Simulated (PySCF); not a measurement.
# Static response to an electric field

C2H10OSSi2.
SMILES with atom numbers: `[CH3:1][O:2][SiH2:3][S:4][CH2:5][SiH3:6]` (hydrogens: H7, H8, H9 on C1; H10, H11 on Si3; H12, H13 on C5; H14, H15, H16 on Si6)

Structure used (GFN2-xTB), in Å, numbered top down from 1:
```
atom  x, y, z in Å
C1     2.651   -0.178   -0.473
O2     1.720    0.853   -0.304
Si3    0.774    1.192    0.966
S4    -0.432   -0.508    1.477
C5    -1.090   -0.975   -0.174
Si6   -2.772   -0.145   -0.489
H7     3.567    0.044    0.078
H8     2.880   -0.253   -1.537
H9     2.251   -1.132   -0.120
H10    1.483    1.448    2.208
H11    0.006    2.272    0.382
H12   -0.344   -0.710   -0.919
H13   -1.176   -2.060   -0.152
H14   -3.696   -0.550    0.566
H15   -3.236   -0.597   -1.804
H16   -2.594    1.308   -0.486
```

Level: PBE0/def2-SVPD (PySCF), static field, nuclei fixed, core orbitals frozen in the response. The polarisability tensor in these axes (au):

```
x   116.72   6.09   6.93
y     6.09  94.89   3.26
z     6.93   3.26  96.59
```

What are the eigenvalues, a third of the trace, and Δα (Δα² = ½Σ(αi − αj)² over the three pairs)?

Principal values 92.35, 95.20 and 120.67 au; mean 102.74 au = 15.22 Å³ = 16.94 × 10⁻⁴⁰ C²·m²/J; Δα = 27.01 au (26 % of the mean).

What is the dipole moment, and where does it point?

(0.97, -0.61, -0.99) D, 1.52 D in size, pointing from the negative to the positive side. Measured along this direction, the outermost atoms are H14 at the negative end and H8 at the positive end.

What molar refraction does this α imply?

Lorentz–Lorenz: R = (4π/3)N_A α = 2.5225 cm³/(mol·Å³) × 15.22 Å³ = 38.4 cm³/mol, in the limit of long wavelengths.

Along which axes do the principal values lie, and how far do the nuclei extend along each?

Largest value along (0.92, 0.26, 0.30), where the nuclei span 6.98 Å; middle along (-0.39, 0.50, 0.78), 4.29 Å; least along (-0.05, 0.83, -0.56), 3.24 Å. The response follows the extents in order.

In TDDFT the mean static polarisability is Σ f/ω² over all singlet excitations (ω in hartree). How much of it do the 8 lowest give? Their energies (eV) and oscillator strengths: 5.42, 0.0012; 6.03, 0.0300; 6.27, 0.0512; 6.58, 0.0107; 6.79, 0.0012; 6.86, 0.0073; 7.08, 0.0373; 7.13, 0.0105.

They add up to 2.63 au, 2.6 % of the 102.74 au; the largest single term is 0.96 au, from the state at 6.27 eV. Terms in order: 0.03, 0.61, 0.96, 0.18, 0.02, 0.11, 0.55, 0.15 au. Higher excitations give the rest. The strengths listed sum to 0.150.

What depolarisation ratio follows for Rayleigh scattering of linearly polarised light, taking the static tensor?

ρ = 3Δα²/(45ᾱ² + 4Δα²) = 2188.5/(474973 + 2917.9) = 0.00458.

What are the principal values of the traceless quadrupole moment, Θ = ½Σq(3rr − r²1), about the centre of nuclear charge?

-7.47, 3.36, 4.11 D·Å. The values depend on the origin, since the dipole doesn't vanish. The electronic extent ⟨r²⟩ about the same centre is 1424 bohr², a root-mean-square distance of 2.32 Å for the 74 electrons.

Geometry: GFN2-xTB, one conformer, isolated molecule.
